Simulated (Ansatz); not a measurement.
Reaction (substitution at a C–C bond): `C[CH2][SnH3]` + H–F → `F[CH2][SnH3]` + CH₄

Computed with Ansatz on PBE0-D4/def2-TZVP structures; ΔE is electronic, products minus reactants. CBS: MP2 limit from def2 TZ/QZ plus the TZ coupled-cluster correction, frozen cores. This one scheme is used for every species. Functionals use def2-TZVPP. def2 core potentials past Kr. For Sn outer-core shells are correlated without core-valence functions, which leaves a few kJ/mol of doubt a bond.

`C[CH2][SnH3]`:

Z-matrix (Å, degrees):
```
C
C 1 1.522
H 1 1.093 2 111.7
H 1 1.093 2 111.7 3 -120.2
H 1 1.094 2 111.4 3 119.9
Sn 2 2.150 1 113.2 3 60.1
H 2 1.093 1 111.1 3 -60.6
H 2 1.093 1 111.1 3 -179.3
H 6 1.711 2 109.7 1 -59.5
H 6 1.711 2 109.7 1 59.5
H 6 1.710 2 111.1 1 180.0
```

H–F:

Cartesian coordinates in Å:
```
F 0.428 0.168 -0.020
H -0.428 -0.168 0.020
```

`F[CH2][SnH3]`:

Cartesian coordinates in Å:
```
F 0.385 1.514 -1.332
C 0.134 0.167 -1.118
Sn -0.130 -0.212 1.001
H 0.977 -0.407 -1.509
H -0.766 -0.108 -1.673
H -1.451 0.699 1.577
H -0.439 -1.879 1.219
H 1.291 0.225 1.835
```

CH₄:

Z-matrix (Å, degrees):
```
C
H 1 1.090
H 1 1.090 2 109.5
H 1 1.090 2 109.5 3 -120.0
H 1 1.090 2 109.5 3 120.0
```

```tsv
level	ΔE (eV)
BHLYP-D4	0.48
r2SCAN0	0.52
RPA@PBE/def2-TZVPP	0.54
HF/def2-TZVPP	0.39
```

Problem. What does CCSD(T)/CBS give? (Estimate.)

Solution. The calculation gave: +0.65 eV. The listed levels differ from it by -0.17, -0.13, -0.11, -0.26 eV.

Problem. What do rigid-rotor, harmonic-oscillator terms from PBE0-D4/def2-TZVP frequencies (298.15 K, 1 bar) make of the CCSD(T)/CBS value? (An estimate is asked.)

Solution. The calculation gave: ΔZPE = -0.01 eV, ΔH = +0.64 eV, ΔS = 3 J/(mol·K), ΔG = +0.63 eV.

Largest T1 diagnostic among the species: 0.013.

From BLYP to BHLYP (50 % exact exchange), in def2-TZVPP and without D4, ΔE moves by +0.13 eV. Leaving LDA and LC-ωPBE aside and taking each functional with its dispersion term where it has one, the values, not all of them listed here, spread over 0.24 eV, from BLYP-D4 to PBE-QIDH. LDA lies +0.10 eV from PBE without D4.
